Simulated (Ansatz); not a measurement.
BeCl2(H2O)2 (BeCl2O2H4), relaxed as a singlet with RKS B3LYP-D4/def2-SVP in Ansatz, starting from the GFN2-xTB geometry. Force threshold 0.02 eV/Å.

Start:

| atom | x (Å) | y (Å) | z (Å) |
| --- | --- | --- | --- |
| Be1 | -0.091 | 0.622 | 0.068 |
| Cl2 | 0.470 | 1.280 | 1.760 |
| Cl3 | -0.881 | 1.386 | -1.488 |
| O4 | -1.147 | -0.773 | 0.452 |
| H5 | -1.940 | -0.866 | -0.084 |
| H6 | -1.354 | -0.921 | 1.380 |
| O7 | 1.313 | -0.284 | -0.554 |
| H8 | 2.126 | -0.250 | -0.042 |
| H9 | 1.506 | -0.194 | -1.493 |

Question: Estimate the energy that the relaxation releases and the steps that it takes.

Answer: 3.3 kcal/mol, in 5 steps; 7 s on 4 threads of Arm Neoverse V2 on a shared host. No frequencies were taken in this run, so the end may be a saddle point.

Question: Does the start keep its bonding and symmetry?

Answer: By distances, no bond broke or formed. The bond that changes most is Be1–Cl2, from 1.90 to 1.96 Å (atoms count from 1). Point group C2v at the start, C2v at the end, both within 0.05 Å.

Question: Predict the relaxed structure.

Answer: 
```
atom    x (Å)    y (Å)    z (Å)
 Be1  -0.0616   0.4012   0.0405
 Cl2   0.4871   1.1798   1.7544
 Cl3  -0.8687   1.2957  -1.5068
  O4  -1.1802  -0.8719   0.4596
  H5  -1.9967  -0.7242  -0.0479
  H6  -1.3946  -0.7764   1.4035
  O7   1.3724  -0.3743  -0.5838
  H8   2.1233  -0.0909  -0.0346
  H9   1.5189  -0.0391  -1.4850
```
Bond lengths: 2 × Be–Cl 1.96 Å; 2 × Be–O 1.75 Å; 4 × H–O 0.97 Å.
